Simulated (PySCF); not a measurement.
A PySCF script (with the pyscf-properties extension) for the NMR shieldings of SMILES CP1[C@H](C)CCC1, C6H13P, on a GFN2-xTB geometry:

```python
import basis_set_exchange as bse
import numpy as np
from pyscf import gto, dft
from pyscf.prop import nmr

atoms = """
C    -1.703084    1.619542   -0.445982
C    -0.559945    0.613110   -0.470762
C    -1.043353   -0.826385   -0.652155
C     0.079208   -1.738533   -0.176231
C     0.485387   -1.221937    1.200516
P     0.433576    0.645583    1.138466
C     2.115250    0.948303    0.415286
H    -2.273771    1.573652   -1.372676
H    -1.318092    2.630460   -0.327555
H    -2.375722    1.413109    0.384252
H     0.123178    0.872378   -1.288013
H    -1.308847   -1.020272   -1.692924
H    -1.930401   -0.992774   -0.036488
H     0.920664   -1.674532   -0.869408
H    -0.238725   -2.781437   -0.129125
H    -0.238152   -1.547773    1.952123
H     1.471072   -1.567377    1.515106
H     2.856436    0.857351    1.207757
H     2.347304    0.243841   -0.381437
H     2.152870    1.964370    0.026214
"""
names = dict.fromkeys(["C", "P", "H"], "pcSseg-1")
basis = {el: gto.basis.parse(bse.get_basis(n, elements=[el], fmt="nwchem")) for el, n in names.items()}
mol = gto.M(atom=atoms, basis=basis, charge=0, verbose=0)
mf = dft.RKS(mol, xc="PBE0")
mf.grids.level = 2
mf.grids.alignment = dft.numint.BLKSIZE   # the property module wants whole blocks of grid points
mf.conv_tol = 1e-9
mf.kernel()

calc = nmr.RKS(mf)   # GIAO
C = mf.mo_coeff
Co = C[:, mf.mo_occ > 0]
resp = mf.gen_response(singlet=True, hermi=2)
def vind(x):   # induced exchange potential for any number of trial vectors
    d = np.einsum("pi,xij,qj->xpq", C, 2 * x.reshape(-1, C.shape[1], Co.shape[1]), Co, optimize=True)
    return np.einsum("xpq,pi,qj->xij", resp(d - d.transpose(0, 2, 1)), C, Co, optimize=True).ravel()
mo1, _ = nmr.rhf.solve_mo1(calc, with_cphf=vind)
sigma = calc.kernel(mo1)
for i, s in enumerate(sigma):   # ppm
    w = np.linalg.eigvalsh((s + s.T) / 2)
    print("%2d %-2s iso %8.1f  s11 %8.1f  s22 %8.1f  s33 %8.1f" % (i, mol.atom_pure_symbol(i), w.mean(), *w))
```

Task: Give the expected output.

Result: 
```
 0 C  iso    164.3  s11    153.3  s22    156.6  s33    183.0
 1 C  iso    140.9  s11    121.2  s22    140.6  s33    160.8
 2 C  iso    144.0  s11    113.5  s22    154.7  s33    163.7
 3 C  iso    155.6  s11    125.7  s22    164.8  s33    176.4
 4 C  iso    154.6  s11    132.2  s22    161.9  s33    169.7
 5 P  iso    356.6  s11    269.9  s22    364.2  s33    435.7
 6 C  iso    170.6  s11    153.2  s22    171.4  s33    187.2
 7 H  iso     30.3  s11     25.3  s22     27.8  s33     37.9
 8 H  iso     30.2  s11     25.0  s22     28.3  s33     37.2
 9 H  iso     30.7  s11     26.7  s22     28.9  s33     36.5
10 H  iso     30.2  s11     26.9  s22     29.5  s33     34.3
11 H  iso     29.6  s11     24.8  s22     27.5  s33     36.3
12 H  iso     30.7  s11     26.0  s22     29.6  s33     36.4
13 H  iso     29.9  s11     26.1  s22     27.7  s33     36.0
14 H  iso     29.7  s11     24.1  s22     27.1  s33     37.8
15 H  iso     30.0  s11     25.0  s22     27.6  s33     37.4
16 H  iso     30.3  s11     25.8  s22     27.8  s33     37.4
17 H  iso     30.8  s11     26.0  s22     27.4  s33     39.1
18 H  iso     30.6  s11     25.4  s22     30.5  s33     35.8
19 H  iso     30.8  s11     26.1  s22     28.4  s33     38.0
```

These numbers come from an equivalent density-fitted implementation of the same equations, which agrees with the script to about 0.01 ppm for H and up to a few tenths of a ppm for heavy atoms, so last digits may differ.

Size and cost of the density-fitted run: 191 basis functions, of the order of 80 core-seconds.
